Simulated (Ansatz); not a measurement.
Rb₄Br₃, relaxed as a doublet with UKS PBE-D4/def2-SVP in Ansatz, starting from the GFN2-xTB geometry. Force threshold 0.02 eV/Å.

In the def2 sets Rb takes a core potential; there is no spin–orbit coupling. The structure comes from a short search, and lower isomers may exist.

Start:

```xyz
7

Rb   -0.542    0.165   -4.308
Rb    3.022   -1.397    0.830
Rb    2.064   -0.601    4.601
Rb   -1.930    0.815    0.195
Br   -3.000    1.128   -2.755
Br   -0.609    0.301    3.007
Br    0.995   -0.412   -1.571
```

```json
{"step": "1", "energy (eV)": "-212713.9989", "largest force component (eV/Å)": "0.375", "SCF passes": "15"}
{"step": "2", "energy (eV)": "-212714.1237", "largest force component (eV/Å)": "0.198", "SCF passes": "17"}
{"step": "3", "energy (eV)": "-212714.2231", "largest force component (eV/Å)": "0.174", "SCF passes": "17"}
{"step": "4", "energy (eV)": "-212714.3198", "largest force component (eV/Å)": "0.167", "SCF passes": "17"}
{"step": "5", "energy (eV)": "-212714.3870", "largest force component (eV/Å)": "0.087", "SCF passes": "18"}
{"step": "6", "energy (eV)": "-212714.3955", "largest force component (eV/Å)": "0.079", "SCF passes": "17"}
{"step": "7", "energy (eV)": "-212714.4003", "largest force component (eV/Å)": "0.053", "SCF passes": "16"}
{"step": "8", "energy (eV)": "-212714.4023", "largest force component (eV/Å)": "0.031", "SCF passes": "18"}
{"step": "9 (rejected)", "energy (eV)": "-212714.4006", "largest force component (eV/Å)": "0.093", "SCF passes": "18"}
{"step": "10", "energy (eV)": "-212714.4032", "largest force component (eV/Å)": "0.005", "SCF passes": "17"}
```

Force components are those of the run's own axes.

End:

```
atom    x (Å)    y (Å)    z (Å)
 Rb1  -0.7755   0.2153  -4.4748
 Rb2   2.5790  -1.1426   0.9585
 Rb3   1.9343  -0.5071   5.4378
 Rb4  -1.6074   0.6734  -0.0275
 Br5  -3.2318   1.2792  -2.7931
 Br6   0.0434  -0.0289   2.7814
 Br7   1.0579  -0.4892  -1.8823
```

Bonds formed: Rb2–Br6 (atoms count from 1). Metal–metal contacts that move far: Rb2–Rb4 5.46 to 4.67 Å. The end is the same structure that another start reached.

No frequencies were taken in this run, so the end may be a saddle point.

Hardware: 4 threads of Arm Neoverse V2 on a shared host. Wall time 61 s.
